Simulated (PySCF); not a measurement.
**`C[C@@H]1CO[C@@H]1C#N`: 4 charge schemes on one density**

C₅H₇NO.
Structure used (GFN2-xTB), in Å, numbered top down from 1:
```xyz
14
C5H7NO angstrom
C     -0.8293    1.2122   -0.3599
C     -0.1634   -0.1178   -0.6510
C     -0.6998   -1.3427    0.1036
O      0.5759   -1.5912    0.6986
C      1.1584   -0.4300    0.0946
C      1.5842    0.5598    1.0595
N      1.9091    1.3435    1.8254
H     -0.9307    1.3692    0.7118
H     -0.2402    2.0293   -0.7711
H     -1.8185    1.2341   -0.8124
H     -0.0764   -0.2748   -1.7273
H     -1.0266   -2.1856   -0.5099
H     -1.4586   -1.1175    0.8586
H      2.0152   -0.6890   -0.5426
```

Density: PBE0/pcSseg-1 (PySCF); schemes: Mulliken, IAO, Hirshfeld and ESP-fitted. Geometry: GFN2-xTB; no solvent, vibrations or thermal averaging.

Task: Which atoms carry the highest charge in the Mulliken, IAO, Hirshfeld and ESP-fitted schemes?

Result: The schemes don't all agree: Mulliken C3 (+0.172); IAO H14 (+0.169); Hirshfeld C6 (+0.084); ESP-fitted C6 (+0.366).

Task: At which atom do the 4 schemes differ most?

Result: At C2: from -0.450 (Mulliken) to +0.084 e (ESP-fitted), 0.534 e apart.

Task: Tabulate the Mulliken, IAO, Hirshfeld and ESP-fitted charges.

Result: In e:

```json
{"atom": "C1", "environment": "methyl carbon", "Mulliken": "-0.182", "IAO": "-0.427", "Hirshfeld": "-0.117", "ESP-fitted": "-0.599"}
{"atom": "C2", "environment": "four-membered-ring carbon", "Mulliken": "-0.450", "IAO": "-0.121", "Hirshfeld": "-0.018", "ESP-fitted": "+0.084"}
{"atom": "C3", "environment": "sp3 carbon bound to oxygen", "Mulliken": "+0.172", "IAO": "-0.049", "Hirshfeld": "+0.009", "ESP-fitted": "+0.092"}
{"atom": "O4", "environment": "cyclic ether oxygen", "Mulliken": "-0.482", "IAO": "-0.406", "Hirshfeld": "-0.159", "ESP-fitted": "-0.374"}
{"atom": "C5", "environment": "sp3 carbon bound to oxygen", "Mulliken": "+0.158", "IAO": "+0.053", "Hirshfeld": "+0.067", "ESP-fitted": "+0.082"}
{"atom": "C6", "environment": "nitrile carbon", "Mulliken": "+0.109", "IAO": "+0.127", "Hirshfeld": "+0.084", "ESP-fitted": "+0.366"}
{"atom": "N7", "environment": "nitrile nitrogen", "Mulliken": "-0.241", "IAO": "-0.227", "Hirshfeld": "-0.209", "ESP-fitted": "-0.452"}
{"atom": "H8", "environment": "methyl hydrogen", "Mulliken": "+0.130", "IAO": "+0.151", "Hirshfeld": "+0.043", "ESP-fitted": "+0.190"}
{"atom": "H9", "environment": "methyl hydrogen", "Mulliken": "+0.131", "IAO": "+0.153", "Hirshfeld": "+0.047", "ESP-fitted": "+0.166"}
{"atom": "H10", "environment": "methyl hydrogen", "Mulliken": "+0.130", "IAO": "+0.150", "Hirshfeld": "+0.049", "ESP-fitted": "+0.164"}
{"atom": "H11", "environment": "methine hydrogen", "Mulliken": "+0.135", "IAO": "+0.147", "Hirshfeld": "+0.050", "ESP-fitted": "+0.067"}
{"atom": "H12", "environment": "methylene hydrogen", "Mulliken": "+0.119", "IAO": "+0.142", "Hirshfeld": "+0.047", "ESP-fitted": "+0.049"}
{"atom": "H13", "environment": "methylene hydrogen", "Mulliken": "+0.112", "IAO": "+0.138", "Hirshfeld": "+0.046", "ESP-fitted": "+0.076"}
{"atom": "H14", "environment": "methine hydrogen", "Mulliken": "+0.158", "IAO": "+0.169", "Hirshfeld": "+0.062", "ESP-fitted": "+0.089"}
```

Mean size of the charges over all atoms: ESP-fitted 0.204 e, Mulliken 0.194 e, IAO 0.176 e, Hirshfeld 0.072 e. Each set sums to the total charge, 0, to within 0.001 e. The ESP scheme fits charges at the nuclei, held to the total charge, to the electrostatic potential on points at 1.4 to 2.0 times the van der Waals radii. The IAO scheme projects the occupied orbitals on a minimal set of polarised atomic orbitals and counts the electrons in each atom's part of it.

Task: Sum the charges by element, for elements with more than one atom.

Result: 
```
element  atoms  Mulliken     IAO  Hirshfeld  ESP-fitted
      C      5    -0.192  -0.418     +0.024      +0.026
      H      7    +0.915  +1.050     +0.344      +0.800
```

Task: How closely do the schemes follow one another over all atoms?

Result: Correlation coefficient and root-mean-square difference: Hirshfeld with ESP-fitted 0.91, 0.186 e; IAO with Hirshfeld 0.89, 0.132 e; IAO with ESP-fitted 0.88, 0.128 e; Mulliken with IAO 0.82, 0.130 e; Mulliken with Hirshfeld 0.79, 0.165 e; Mulliken with ESP-fitted 0.64, 0.210 e.
